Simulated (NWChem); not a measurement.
System: SrO; SMILES [O]=[Sr]

Output (shortened):

```
             Northwest Computational Chemistry Package (NWChem) 7.3.0
             --------------------------------------------------------

                             Geometry "geometry" -> ""
                             -------------------------

 Output coordinates in angstroms (scale by  1.889725989 to convert to a.u.)

  No.       Tag          Charge          X              Y              Z
 ---- ---------------- ---------- -------------- -------------- --------------
    1 Sr                  38.0000     0.00000000     0.00000000    -0.30374300
    2 O                    8.0000     0.00000000     0.00000000     1.60858600

 Effective nuclear repulsion energy (a.u.)      84.1224934077

                                 NWChem DFT Module
                                 -----------------

 Summary of "ao basis" -> "ao basis" (spherical)
 ------------------------------------------------------------------------------
       Tag                 Description            Shells   Functions and Types
 ---------------- ------------------------------  ------  ---------------------
 Sr                        def2-svpd                10       26   4s4p2d
 O                         def2-svpd                 9       23   4s3p2d

            General Information
            -------------------
          SCF calculation type: DFT
          Wavefunction type:  closed shell.
          No. of atoms     :     2
          No. of electrons :    18
           Alpha electrons :     9
            Beta electrons :     9
          Charge           :     0
          Spin multiplicity:     1
          Use of symmetry is: off; symmetry adaption is: off
          Maximum number of iterations: 150
          AO basis - number of functions:    49
                     number of shells:    19
          Convergence on energy requested:  1.00D-06
          Convergence on density requested:  1.00D-05
          Convergence on gradient requested:  5.00D-04

              XC Information
              --------------
                         PBE0 Method XC Functional
                     Hartree-Fock (Exact) Exchange  0.250
          PerdewBurkeErnzerhof Exchange Functional  0.750
            Perdew 1991 LDA Correlation Functional  1.000 local
           PerdewBurkeErnz. Correlation Functional  1.000 non-local

             Grid Information
             ----------------
          Grid used for XC integration:  medium
          Radial quadrature: Mura-Knowles
          Angular quadrature: Lebedev.
          Tag              B.-S. Rad. Rad. Pts. Rad. Cut. Ang. Pts.
          ---              ---------- --------- --------- ---------
          Sr                  2.00      123          13.0       590
          O                   0.60       49          12.0       434
          Grid pruning is: on
          Number of quadrature shells:   172
          Spatial weights used:  Erf1

      Superposition of Atomic Density Guess
      -------------------------------------

 Sum of atomic energies:        -109.57478900

      Non-variational initial energy
      ------------------------------

 Total energy =    -104.872480
 1-e energy   =    -196.216007
 2-e energy   =      69.206028
 HOMO         =      -0.439486
 LUMO         =      -0.152137

   convergence    iter        energy       DeltaE   RMS-Dens  Diis-err
 ---------------- ----- ----------------- --------- --------- ---------
 d= 0,ls=0.0,diis     1   -105.3725969368 -1.28D+02  7.78D-02  2.49D+00
 d= 0,ls=0.0,diis     2    -97.2264891264  8.15D+00  7.75D-02  1.79D+01
 d= 0,ls=0.0,diis     3   -105.5830644747 -8.36D+00  1.96D-02  1.06D+00
 d= 0,ls=0.0,diis     4   -105.7368425212 -1.54D-01  1.01D-02  6.14D-02
 d= 0,ls=0.0,diis     5   -105.7348222090  2.02D-03  2.70D-03  8.56D-02
  Resetting Diis
 d= 0,ls=0.0,diis     6   -105.7437779235 -8.96D-03  8.51D-04  6.57D-03
 d= 0,ls=0.0,diis     7   -105.7445163057 -7.38D-04  7.09D-04  1.51D-04
 d= 0,ls=0.0,diis     8   -105.7443325230  1.84D-04  5.09D-04  1.80D-03
 d= 0,ls=0.0,diis     9   -105.7445353949 -2.03D-04  4.28D-05  1.63D-06
 d= 0,ls=0.0,diis    10   -105.7445356684 -2.74D-07  1.65D-05  8.19D-09
 d= 0,ls=0.0,diis    11   -105.7445356829 -1.45D-08  2.87D-06  2.46D-09

         Total DFT energy =     -105.744535682879
      One electron energy =     -199.961209065260
           Coulomb energy =       84.993821008280
    Exchange-Corr. energy =      -12.914645891090
 Nuclear repulsion energy =       22.137498265192

 Numeric. integr. density =       17.999993877437

                       DFT Final Molecular Orbital Analysis
                       ------------------------------------

 Vector    7  Occ=2.000000D+00  E=-1.863267D-01
              MO Center= -1.3D-09,  2.3D-09,  1.4D+00, r^2= 1.3D+00
   Bfn.  Coefficient  Atom+Function         Bfn.  Coefficient  Atom+Function
  ----- ------------  ---------------      ----- ------------  ---------------
    32      0.417492  2 O  py                31      0.368799  2 O  px
    35      0.295700  2 O  py                34      0.261212  2 O  px
    18      0.194405  1 Sr d -1              20     -0.171732  1 Sr d  1
    38      0.103566  2 O  py                37      0.091487  2 O  px
     6     -0.089064  1 Sr py                 5     -0.078676  1 Sr px

 Vector    8  Occ=2.000000D+00  E=-1.863267D-01
              MO Center= -4.3D-08,  3.8D-08,  1.4D+00, r^2= 1.3D+00
   Bfn.  Coefficient  Atom+Function         Bfn.  Coefficient  Atom+Function
  ----- ------------  ---------------      ----- ------------  ---------------
    31      0.417492  2 O  px                32     -0.368799  2 O  py
    34      0.295700  2 O  px                35     -0.261212  2 O  py
    20     -0.194405  1 Sr d  1              18     -0.171732  1 Sr d -1
    37      0.103566  2 O  px                38     -0.091487  2 O  py
     5     -0.089064  1 Sr px                 6      0.078676  1 Sr py

 Vector    9  Occ=2.000000D+00  E=-1.724064D-01
              MO Center=  8.9D-09, -9.3D-09,  1.1D+00, r^2= 2.3D+00
   Bfn.  Coefficient  Atom+Function         Bfn.  Coefficient  Atom+Function
  ----- ------------  ---------------      ----- ------------  ---------------
    33      0.568273  2 O  pz                 3     -0.456061  1 Sr s
    19     -0.398581  1 Sr d  0              30      0.392452  2 O  s
    36      0.365295  2 O  pz                 2      0.235019  1 Sr s
     7      0.185519  1 Sr pz                29      0.077487  2 O  s
     1      0.069098  1 Sr s                 13     -0.061829  1 Sr pz

 Vector   10  Occ=0.000000D+00  E=-6.267258D-02
              MO Center=  1.3D-08, -4.3D-09, -1.3D+00, r^2= 7.1D+00
   Bfn.  Coefficient  Atom+Function         Bfn.  Coefficient  Atom+Function
  ----- ------------  ---------------      ----- ------------  ---------------
     4      0.796770  1 Sr s                  2     -0.311305  1 Sr s
    13     -0.276069  1 Sr pz                 3      0.226900  1 Sr s
     7      0.195773  1 Sr pz                19     -0.168863  1 Sr d  0
    33      0.105395  2 O  pz                10     -0.089310  1 Sr pz
     1     -0.085688  1 Sr s                 36      0.064637  2 O  pz

 Vector   11  Occ=0.000000D+00  E=-8.016711D-03
              MO Center= -1.0D-09, -1.1D-08, -1.3D+00, r^2= 1.4D+01
   Bfn.  Coefficient  Atom+Function         Bfn.  Coefficient  Atom+Function
  ----- ------------  ---------------      ----- ------------  ---------------
    15      0.451789  1 Sr py                14      0.423794  1 Sr px
    23     -0.262168  1 Sr d -1              25      0.245923  1 Sr d  1
    12      0.160869  1 Sr py                 6     -0.152410  1 Sr py
    11      0.150901  1 Sr px                 5     -0.142966  1 Sr px
    18     -0.139286  1 Sr d -1              20      0.130655  1 Sr d  1

 Vector   12  Occ=0.000000D+00  E=-8.016710D-03
              MO Center= -3.6D-08,  3.2D-08, -1.3D+00, r^2= 1.4D+01
   Bfn.  Coefficient  Atom+Function         Bfn.  Coefficient  Atom+Function
  ----- ------------  ---------------      ----- ------------  ---------------
    14      0.451789  1 Sr px                15     -0.423794  1 Sr py
    25      0.262168  1 Sr d  1              23      0.245923  1 Sr d -1
    11      0.160869  1 Sr px                 5     -0.152410  1 Sr px
    12     -0.150901  1 Sr py                 6      0.142966  1 Sr py
    20      0.139286  1 Sr d  1              18      0.130655  1 Sr d -1

     Multipole analysis of the density
     ---------------------------------

     L   x y z        total         alpha         beta         nuclear
     -   - - -        -----         -----         ----         -------
     0   0 0 0      0.000000     -9.000000     -9.000000     18.000000

     1   1 0 0      0.000000      0.000000      0.000000      0.000000
     1   0 1 0     -0.000000     -0.000000     -0.000000      0.000000
     1   0 0 1     -3.413926    -10.996155    -10.996155     18.578384

     2   2 0 0    -15.593064     -7.796532     -7.796532      0.000000
     2   1 1 0     -0.000000     -0.000000     -0.000000      0.000000
     2   1 0 1      0.000001      0.000000      0.000000      0.000000
     2   0 2 0    -15.593064     -7.796532     -7.796532      0.000000
     2   0 1 1     -0.000000     -0.000000     -0.000000      0.000000
     2   0 0 2    -27.784442    -52.500764    -52.500764     77.217086

                                 NWChem DFT Module
                                 -----------------

            General Information
            -------------------
          SCF calculation type: DFT
          Wavefunction type:  spin polarized.
          No. of atoms     :     2
          No. of electrons :    17
           Alpha electrons :     9
            Beta electrons :     8
          Charge           :     1
          Spin multiplicity:     2
          Use of symmetry is: off; symmetry adaption is: off
          Maximum number of iterations: 150
          AO basis - number of functions:    49
                     number of shells:    19
          Convergence on energy requested:  1.00D-06
          Convergence on density requested:  1.00D-05
          Convergence on gradient requested:  5.00D-04

              XC Information
              --------------
                         PBE0 Method XC Functional
                     Hartree-Fock (Exact) Exchange  0.250
          PerdewBurkeErnzerhof Exchange Functional  0.750
            Perdew 1991 LDA Correlation Functional  1.000 local
           PerdewBurkeErnz. Correlation Functional  1.000 non-local

             Grid Information
             ----------------
          Grid used for XC integration:  medium
          Radial quadrature: Mura-Knowles
          Angular quadrature: Lebedev.
          Tag              B.-S. Rad. Rad. Pts. Rad. Cut. Ang. Pts.
          ---              ---------- --------- --------- ---------
          Sr                  2.00      123          13.0       590
          O                   0.60       49          12.0       434
          Grid pruning is: on
          Number of quadrature shells:   172
          Spatial weights used:  Erf1

      Superposition of Atomic Density Guess
      -------------------------------------

 Sum of atomic energies:        -109.57478900

 Renormalizing density from      18.00 to     17

      Non-variational initial energy
      ------------------------------

 Total energy =    -101.447551
 1-e energy   =    -185.315117
 2-e energy   =      61.730068
 HOMO         =      -0.912750
 LUMO         =      -0.368516

[...]
```

Level: PBE0/def2-SVPD with def2 effective core potentials on Sr, vertical spin-unrestricted ions. All runs use the structure optimised with PBE0-D3(BJ)/def2-TZVP. def2 effective core potentials on Sr; no spin-orbit coupling.

**Question.** Write an input that gives this output.

**Answer.** This is not unique; one that fits is the input that was run:
```
start job
memory heap 200 mb stack 900 mb global 1100 mb
geometry units angstroms noautosym nocenter noautoz
  Sr     0.000000     0.000000    -0.303743
  O      0.000000     0.000000     1.608586
end
basis spherical
  Sr library def2-svpd
  O library def2-svpd
end
ecp
  Sr library def2-ecp
end
dft
  xc pbe0
  iterations 150
  vectors input atomic output neutral.movecs
end
task dft energy
charge 1
dft
  odft
  mult 2
  vectors input atomic output cation.movecs
end
task dft energy
```
